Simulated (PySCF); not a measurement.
## Ionisation energy of Cu by level of theory

Cu [Ar] 3d10 4s1 (2S) → Cu⁺ [Ar] 3d10 (1S), as a difference of total energies. All numbers are calculated (PySCF 2.14, scalar relativity through the core potential, in aug-cc-pVDZ-PP with ECP10MDF). Correlated levels: valence: 3s2 3p6 frozen. The calculations carry no spin-orbit coupling.

```json
{"method": "UHF", "ionisation energy (eV)": "6.596"}
{"method": "LDA", "ionisation energy (eV)": "8.680"}
{"method": "r2SCAN", "ionisation energy (eV)": "8.307"}
{"method": "BLYP", "ionisation energy (eV)": "8.452"}
{"method": "wB97M-V", "ionisation energy (eV)": "7.706"}
{"method": "revPBE", "ionisation energy (eV)": "8.272"}
{"method": "LC-wPBE", "ionisation energy (eV)": "7.835"}
{"method": "MP2 (valence)", "ionisation energy (eV)": "7.542"}
{"method": "SCS-MP2 (valence)", "ionisation energy (eV)": "7.392"}
```

Question: Estimate what PBE0 gives.

Answer: 7.980 eV, closest to LC-wPBE among the rows shown.

Question: Estimate what PBE gives.

Answer: 8.387 eV, closest to BLYP among the rows shown.

Errors of the correlated levels include the incompleteness of this basis and the frozen core.

For comparison: 7.726 eV (measured; NIST Atomic Spectra Database, ionization energies).
